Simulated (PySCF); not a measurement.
# Broadened absorption spectrum of W(NMe)Cl4

W(NMe)Cl4, CH3Cl4NW (singlet state).
SMILES: `C[N]=[W]([Cl])([Cl])([Cl])[Cl]`

Computed, not measured: TDDFT CAM-B3LYP/def2-SVPD, vertical, gas phase, core orbitals frozen in the response, def2 core potentials past Kr (PySCF 2.14.0, density-fitted response routines). Isolated species at its PBE0-D3(BJ)/def2-SVP geometry, gas phase. Spin–orbit coupling is left out.

Each state is given a Gaussian of 0.3 eV full width at half maximum, with ε(max) = 2.175×10⁸ f / Δν̃ (Δν̃ the width in cm⁻¹). The width is an assumption, not a result. The curve ends short of the highest state used, and states not computed would add to its high-energy end.

E (eV), ε (L mol⁻¹ cm⁻¹) and a bar:
```
     2.60          1 
     2.64          2 
     2.69          8 
     2.73         19 
     2.77         40 
     2.82         91 
     2.86        157 
     2.91        272 #
     2.95        378 #
     3.00        499 #
     3.04        558 ##
     3.09        561 ##
     3.13        505 #
     3.18        387 #
     3.22        281 #
     3.27        166 
     3.31        104 
     3.35         78 
     3.40        117 
     3.44        250 #
     3.49        661 ##
     3.53       1318 ####
     3.58       2728 ########
     3.62       4373 ############
     3.67       6869 ###################
     3.71       8826 ########################
     3.76      10516 #############################
     3.80      10831 ##############################
     3.85       9787 ###########################
     3.89       8080 ######################
     3.93       6045 #################
     3.98       3664 ##########
     4.02       2197 ######
     4.07       1010 ###
     4.11        486 #
     4.16        169
```

**Question.** Where are the band maxima, and which computed states make them?

**Answer.** 404 nm (3.07 eV), ε about 570, made up of S1 (43%) and S2 (57%); 327 nm (3.79 eV), ε about 11000, made up of S5 (50%) and S6 (50%) (ε in L mol⁻¹ cm⁻¹; maxima over ε = 5, shares over 10%). The states used: S1 3.05 eV (f 0.0028); S2 3.08 eV (f 0.0036); S3 3.22 eV (f 0.0000); S4 3.56 eV (f 0.0000); S5 3.79 eV (f 0.060); S6 3.80 eV (f 0.061); S7 4.57 eV (f 0.0000); S8 4.72 eV (f 0.011); S9 4.73 eV (f 0.011); S10 4.76 eV (f 0.0000).

**Question.** Coming from long wavelengths, where does ε first pass 100 L mol⁻¹ cm⁻¹?

**Answer.** At about 439 nm (2.83 eV), 0.22 eV below S1.

**Question.** Does any computed singlet lie in the visible range?

**Answer.** 3 computed singlets (S1 to S3) lie in the visible range (380 to 750 nm), the largest f among them at 402 nm, f = 0.0036; light of that wavelength is violet, and its complementary colour is yellow-green; a Tamm–Dancoff triplet lies at 479 nm, without intensity as long as spin–orbit coupling is left out.

**Question.** What would ε be at 3.79 eV, the highest of these maxima, with half the width (0.15 eV)?

**Answer.** About 21600 L mol⁻¹ cm⁻¹ against 10900, a factor of about 1.99; a lone state at its own centre would give exactly 2.

Hardware: AMD EPYC, one thread (shared host). Cost: 2.1 min of wall time (grids of density and orbitals included), 1.1 GiB resident at most.
